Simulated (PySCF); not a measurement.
Compound: SnCl3(NHMe), CH4Cl3NSn.
Bonds: Sn1–Cl2, Sn1–Cl3, Sn1–Cl4, Sn1–N5, N5–C6. Hydrogens: H7 on N5; H8, H9, H10 on C6.

The calculation used PySCF 2.14.0, PBE0-D3(BJ)/def2-SVP geometry optimisation, gas phase, def2 core potentials past Kr.

(1) List the bond lengths, angles and torsions at this level.

Results:

(1) 
```csv
bond,length (Å)
"Sn1–Cl2, Sn1–Cl3",2.322
Sn1–Cl4,2.336
Sn1–N5,2.007
N5–C6,1.453
N5–H7,1.018
"C6–H8, C6–H9, C6–H10",1.103
```

Bonds in one row agree within 0.01 Å and their mean is given. A selection of angles:
```csv
angle,degrees
Cl2–Sn1–Cl3,111.2
Cl2–Sn1–Cl4,108.5
Cl2–Sn1–N5,109.6
Cl3–Sn1–Cl4,106.1
Cl3–Sn1–N5,107.7
Cl4–Sn1–N5,113.6
Sn1–N5–C6,117.4
Sn1–N5–H7,111.6
C6–N5–H7,113.1
N5–C6–H8,115.1
N5–C6–H9,109.6
H8–C6–H9,107.8
```

Torsions: Cl2–Sn1–N5–C6 174° (antiperiplanar). The mirror-image conformer, all signs reversed, is as good.

Sn1 (tin bonded to 3 Cl and N) is distorted tetrahedral (angles from 106.1° to 113.6°). N5 (nitrogen bonded to C, Sn and H) is pyramidal (angles 117.4°, 113.1° and 111.6°, sum 342.1°, 0.34 Å off the plane of its three neighbours).

Point group: C1 (no symmetry element, even within 0.4 Å). PBE0-D3(BJ)/def2-SVP frequencies: not computed here.
